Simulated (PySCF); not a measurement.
**Li (lithium, neutral) across methods**

[He] 2p1, 2P determinant (an excited configuration). Calculation: PySCF 2.14, in aug-cc-pVQZ with one added diffuse shell each of s, p, d, f, g type (7s6p5d4f3g, 105 functions); the non-relativistic Hamiltonian (point nucleus).

```json
{"method": "PBE", "E (hartree)": "-7.4040", "mean ε 1s α (eV)": "-52.850", "mean ε 1s β (eV)": "-52.757", "mean ε 2p α (eV)": "-1.950", "Σ⟨r²⟩ (bohr²)": "25.88", "⟨S²⟩": "0.750"}
{"method": "r2SCAN", "E (hartree)": "-7.4202", "mean ε 1s α (eV)": "-54.500", "mean ε 1s β (eV)": "-54.459", "mean ε 2p α (eV)": "-1.930", "Σ⟨r²⟩ (bohr²)": "26.24", "⟨S²⟩": "0.750"}
{"method": "MN15", "E (hartree)": "-7.4282", "mean ε 1s α (eV)": "-57.889", "mean ε 1s β (eV)": "-57.757", "mean ε 2p α (eV)": "-2.116", "Σ⟨r²⟩ (bohr²)": "32.45", "⟨S²⟩": "0.750"}
{"method": "wB97X", "E (hartree)": "-7.4177", "mean ε 1s α (eV)": "-59.448", "mean ε 1s β (eV)": "-59.455", "mean ε 2p α (eV)": "-3.577", "Σ⟨r²⟩ (bohr²)": "27.53", "⟨S²⟩": "0.750"}
{"method": "HSE06", "E (hartree)": "-7.4088", "mean ε 1s α (eV)": "-56.634", "mean ε 1s β (eV)": "-56.554", "mean ε 2p α (eV)": "-2.078", "Σ⟨r²⟩ (bohr²)": "26.33", "⟨S²⟩": "0.750"}
{"method": "TPSSh", "E (hartree)": "-7.4286", "mean ε 1s α (eV)": "-55.563", "mean ε 1s β (eV)": "-55.487", "mean ε 2p α (eV)": "-2.072", "Σ⟨r²⟩ (bohr²)": "26.13", "⟨S²⟩": "0.750"}
{"method": "UHF", "E (hartree)": "-7.36504", "mean ε 1s α (eV)": "-68.881", "mean ε 1s β (eV)": "-68.845", "mean ε 2p α (eV)": "-3.502", "Σ⟨r²⟩ (bohr²)": "28.72", "⟨S²⟩": "0.750"}
{"method": "PBE0", "E (hartree)": "-7.4065", "mean ε 1s α (eV)": "-57.027", "mean ε 1s β (eV)": "-56.947", "mean ε 2p α (eV)": "-2.409", "Σ⟨r²⟩ (bohr²)": "26.21", "⟨S²⟩": "0.750"}
```

(1) Estimate the same row for LDA.

## Answers

(1) E (hartree) = -7.2848; mean ε 1s α (eV) = -52.145; mean ε 1s β (eV) = -52.066; mean ε 2p α (eV) = -1.867; Σ⟨r²⟩ (bohr²) = 26.73; ⟨S²⟩ = 0.750.
